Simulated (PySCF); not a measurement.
Input for PySCF: R-B3LYP/LANL2DZ on CH3Br (SMILES CBr).

```python
from pyscf import gto, scf, dft, mp
from pyscf.data.elements import chemcore

mol = gto.M(
    atom='''
    C     0.26599339   -1.04725861    3.94774135
    Br    1.53544756    0.44174008    3.92642142
    H    -0.46866093   -0.86151406    3.17270199
    H    -0.19369966   -1.07224854    4.92935557
    H     0.82303090   -1.95663552    3.75188295
    ''',
    basis='lanl2dz',
    ecp={'Br': 'lanl2dz'},
    charge=0, spin=0, verbose=3, max_memory=1800)
mf = dft.RKS(mol, xc='b3lyp')
mf.conv_tol = 1e-8
mf.max_cycle = 100
mf.kernel()
if not mf.converged:
    mf = mf.newton().run(mf.mo_coeff, mf.mo_occ)
```

Question: Predict the final total energy.

Answer: -53.0675 hartree.
